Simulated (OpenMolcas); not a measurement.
Tm2+ among 6 point charges of -1 e arranged as a tetragonal octahedron (D4h). The axial distance is 1.12 times the equatorial one, R.

```yaml
Program: OpenMolcas 26.06
Method: "SS-CASPT2, IPEA 0.25 Eh, imaginary shift 0.1 Eh (closed shells correlated: 5s 5p)"
Basis: ANO-RCC-VTZP [8s7p5d3f2g1h]
Scalar_Hamiltonian: DKH2, point nucleus
Active_space: 13 electrons in 7 orbitals (4f)
State_averaging: 2S+1 = 2 odd, 7 roots
Spin-orbit_coupling: RASSI with atomic mean-field integrals over the reference wave functions
```

All point charges move together. At R = 2.68 Å the width of the lowest J multiplet is 556 cm-1, and at R = 3.13 Å it is 350 cm-1.

Question: A third run gives 399 cm-1. What distance was it run at?

Answer: With a power law R^-n the two known points give n = -ln(350 / 556) / ln(3.13 / 2.68) = 2.98. Then R = 2.68 × (556 / 399)^(1/2.98) = 2.996 Å. The run was at 2.99 Å, so the estimate is off by +0.006 Å.

Point charges carry no covalency, so the field is a model and not that of real ligands. No measured value stands beside these numbers.
